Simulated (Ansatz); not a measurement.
Reaction (atomization): `C[Si@H](O)N[Si@@H](O)F` → C• + F• + 8 H• + N• + 2 O• + 2 Si•

Calculated with Ansatz (gas phase, PBE0-D4/def2-TZVP geometries, no zero-point term in ΔE). CCSD(T)/CBS adds triple-zeta CCSD(T) − MP2 to the extrapolated MP2 energy (def2 sets, frozen cores). This one scheme is used for every species, atoms too. DFT in def2-TZVPP. Open shells (•) are unrestricted, without spin–orbit coupling. Spin–orbit coupling would lower the free atoms: a little for C, F, O, Si. One conformer a species, not always the lowest.

CCSD(T)/CBS gives +61.03 eV.

(1) Another level gave +58.36 eV. Which?
A. r2SCAN/def2-TZVPP
B. HF/def2-TZVPP
C. PBE0-D4/def2-TZVPP
D. CCSD/def2-TZVPP

Largest T1 diagnostic among the species: 0.012.

## Answers

(1) D. CCSD/def2-TZVPP 58.36, r2SCAN 60.61, HF/def2-TZVPP 44.09, PBE0-D4 60.16 eV.

In def2-TZVPP, CCSD(T) changes the Hartree–Fock value by +15.10 eV (the triples alone add +0.83 eV) and MP2 by +16.37 eV; breaking electron pairs costs correlation energy, which Hartree–Fock lacks. From PBE to PBE0 (25 % exact exchange), in def2-TZVPP and without D4, ΔE moves by −1.01 eV: exact exchange takes away binding that semilocal exchange gives to molecules.

For atomizations the MP2-based limit and the directly extrapolated one differ by several kJ/mol either way, and by 10 to 25 for some Ge, Se and Sn compounds, so smaller differences from it don't rank the levels.
